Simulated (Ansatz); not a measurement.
Input for Ansatz (a program for electronic structure): U-wB97X-V/def2-TZVPP on AlBrH2 (SMILES [AlH2][Br]), a point of a bond scan (R = 2.040 Å).

Ansatz 0.2 input:
```yaml
crystal:
  periodic: [false, false, false]
  atoms:
    - {symbol: Al, position_ang: [-0.83541046, -1.29867282, 0.20638148]}
    - {symbol: H, position_ang: [-0.32444596, -2.32948796, 1.27376836]}
    - {symbol: H, position_ang: [-2.12574011, -1.47940621, -0.66846947]}
    - {symbol: Br, position_ang: [0.25872952, 0.40220348, -0.06391706]}
basis:
  gaussian:
    orbitals: def2-TZVPP
hamiltonian:
  xc: {name: wB97X-V}
magnetization: {spin_polarized: true, initial_magnetization: 0}
```

The head of its log:

```
WARN ansatz: RAYON_NUM_THREADS=1 ignored (pool sized by the plan → 1); use --threads N
Functional definition: wB97X-V
integrals: 0.06 GiB planned
819 factors; their error is unknown
integrals: 0.09 GiB planned
156 factors; integrals over basis functions are off by at most 6.1e-5 eV
mean field: 0.75 GiB planned
mean field evaluation 1: about -76668.8411 eV, gradient 7.1e0 eV
mean field evaluation 2: about -76669.1442 eV, gradient 2.6e0 eV
```

What total energy does the run end on?

-2817.5510 hartree.
